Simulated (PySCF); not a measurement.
An unknown gives this computed stick spectrum. Level of theory: TDDFT CAM-B3LYP/def2-SVPD, vertical, gas phase, core orbitals frozen in the response in PySCF. Geometries: PBE0-D3(BJ)/def2-SVP, one conformer each.

```tsv
state	E (eV)	λ (nm)	f
S1	4.97	249.4	0.068
S2	5.43	228.5	0.0044
S3	6.01	206.4	0.011
S4	6.36	195.0	0.083
S5	6.47	191.6	0.020
S6	6.61	187.7	0.0092
S7	6.98	177.7	0.015
S8	7.23	171.5	0.086
S9	7.25	171.0	0.169
S10	7.42	167.0	0.044
```

Triplets computed (Tamm–Dancoff): 3.54, 4.36, 4.97, 5.31 eV.

Orbital energies (eV): HOMO-3 -10.79, HOMO-2 -9.35, HOMO-1 -8.80, HOMO -7.18, LUMO 1.15, LUMO+1 1.31, LUMO+2 1.47.

Task: Which candidate is it? All have the formula C6H12N2.
A. `C1CN2CCN1CC2`
B. `N[C@H]1[C@@H]2[C@@H]([C@H]2N)CC1`
C. `N(CC=C)(/N=C\C)C`

Result: C. Its S1, at 4.97 eV, is the lowest among the candidates; the nearest of the others has S1 at 5.25 eV. S1 is HOMO→LUMO+1 (51%), HOMO→LUMO (16%), HOMO→LUMO+2 (14%). Löwdin shares by element: HOMO nitrogen 59%, carbon 21% or more (atoms not listed hold the other 20%); LUMO carbon 59% or more, hydrogen 13% or more (atoms not listed hold the other 28%). At the same level the other candidates give, for their lowest levels:
- `N[C@@H]1[C@H]2CC[C@@H](N)[C@@H]12`: 6.10 eV (f 0.018); 6.34 eV (f 0.000); 6.66 eV (f 0.004); 7.03 eV (f 0.034); 7.16 eV (f 0.009); T1 5.85 eV; HOMO -7.71, LUMO 1.34 eV
- `C1CN2CCN1CC2`: 5.25 eV (f 0.000); 6.07 eV (f 0.109 summed over 2 states); 6.18 eV (f 0.009); 6.45 eV (f 0.000); 6.70 eV (f 0.006 summed over 2 states); T1 5.11 eV; HOMO -6.74, LUMO 1.34 eV

The values belong to the conformer `[CH2:1]=[CH:2][CH2:3][N:4]([CH3:5])/[N:6]=[CH:7]\[CH3:8]`: C1–C2–C3–N4 136°, C2–C3–N4–C5 85°, C3–N4–N6–C7 -50°.
